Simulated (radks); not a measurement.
Question: Species: Zr4+. Configuration: [Ar] 3d10 4s1.5 4p6 5s0.5 (fractional occupations, a model configuration). All-electron calculation, scalar-relativistic Kohn-Sham, PBE, spin-polarised, spherical densities, finite nucleus; open shells are filled with parallel spins first (spin-orbit coupling, left out, can overturn this in heavy ions); Fermi nuclear charge, rms radius 4.2694 fm. Program: a radial shooting solver on a logarithmic mesh with Libxc functionals. Some entries of the table are withheld. Estimate them.

| orbital | occ. | eigenvalue (Ry) | r(max) (bohr) |
|---|---|---|---|
| 1s up | 1 | -1313.634 | 0.02414 |
| 1s down | 1 | -1313.625 | 0.02414 |
| 2s up | 1 | -185.0822 | 0.1370 |
| 2s down | 1 | -185.0760 | 0.1370 |
| 2p up | 3 | -165.4331 | 0.1095 |
| 2p down | 3 | -165.4267 | 0.1095 |
| 3s up | 1 | -33.26175 | 0.4081 |
| 3s down | 1 | -33.25122 | 0.4081 |
| 3p up | 3 | -26.85915 | 0.4021 |
| 3p down | 3 | -26.84796 | 0.4021 |
| 3d up | 5 | -16.35546 | 0.3472 |
| 3d down | 5 | -16.34330 | 0.3472 |
| 4s up | 1 | -7.30944 | 1.066 |
| 4s down | 0.5 | -7.25197 | 1.066 |
| 4p up | 3 | -5.61390 | (1) |
| 4p down | 3 | -5.55780 | (2) |
| 4d up | 0 | -3.18132 | 1.411 |
| 4d down | 0 | -3.12743 | 1.412 |
| 5s up | 0.5 | -2.58243 | 2.511 |
| 5s down | 0 | -2.51696 | 2.503 |
| 5p up | 0 | -2.11606 | 2.841 |

Answer: 
(1) 4p up r(max) (bohr): 1.154
(2) 4p down r(max) (bohr): 1.156
